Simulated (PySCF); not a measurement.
B(H)2(SiH3) (BH₅Si), SMILES B[SiH3]. Heavy atoms are numbered as in [BH2:1][SiH3:4]. Hydrogens are named by the atom that carries them.

Geometry optimised at B3LYP-D3(BJ)/def2-TZVP.

The numbers are results of PySCF with KT2/pcSseg-2, not measurements.

GIAO shieldings, no solvent; atoms alike by connectivity are averaged. δ = σ(ref) − σ: ¹¹B against BF3 (σ = 89.2 ppm); ¹H against TMS (σ = 31.47 ppm); ²⁹Si against TMS (σ = 351.7 ppm), references at their B3LYP-D3(BJ)/def2-TZVP geometries, non-relativistic.

Computed chemical shifts:
| nucleus | atoms | count | δ (ppm) |
|---|---|---|---|
| ¹¹B | B1 (BH2) | 1 | 110.4 |
| ¹H | H on B1 | 2 | 10.75 |
| ¹H | H on Si4 | 3 | 3.91 |
| ²⁹Si | Si4 (SiH3) | 1 | -106.2 |
